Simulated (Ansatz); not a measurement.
`F[CH](S)[AlH][SiH3]`, relaxed with RKS PBE0-D4/def2-TZVP in the Gaussian-basis code of Ansatz from a PBE-D4/def2-SVP geometry. The force threshold is 0.005 eV/Å; the program also tests the step.

Charge 0, multiplicity 1.

Start:

```xyz
11

F     1.437   -0.585   -1.921
C     0.124   -0.219   -1.834
S    -0.960   -1.641   -1.120
Al   -0.710    0.772   -0.323
Si    0.427    0.562    1.839
H    -0.303   -0.098   -2.856
H    -0.099   -1.922   -0.095
H    -2.007    1.634   -0.686
H     1.357    1.717    2.119
H    -0.536    0.476    2.998
H     1.269   -0.694    1.880
```

| step | energy (eV) | largest force (eV/Å) | largest move (Å) |
| --- | --- | --- | --- |
| 1 | -29149.3891 | 0.716 | 0.000 |
| 2 | -29149.4247 | 0.310 | 0.043 |
| 3 | -29149.4340 | 0.120 | 0.023 |
| 4 | -29149.4362 | 0.068 | 0.017 |
| 5 | -29149.4374 | 0.043 | 0.019 |
| 6 | -29149.4377 | 0.110 | 0.031 |
| 7 | -29149.4379 | 0.071 | 0.020 |
| 8 | -29149.4380 | 0.013 | 0.016 |
| 9 | -29149.4381 | 0.006 | 0.006 |
| 10 | -29149.4381 | 0.002 | 0.007 |
| 11 | -29149.4381 | 0.003 | 0.006 |
| 12 | -29149.4381 | 0.004 | 0.007 |

End:

```xyz
11

F     1.428   -0.579   -1.989
C     0.115   -0.241   -1.828
S    -0.884   -1.653   -1.158
Al   -0.694    0.745   -0.321
Si    0.423    0.552    1.849
H    -0.336   -0.072   -2.811
H    -0.123   -1.848   -0.062
H    -1.979    1.601   -0.677
H     1.358    1.687    2.100
H    -0.539    0.511    2.986
H     1.230   -0.703    1.912
```

Hardware: 4 threads of a server CPU on a shared host. Wall time 42 s, peak host memory 0.62 GiB.
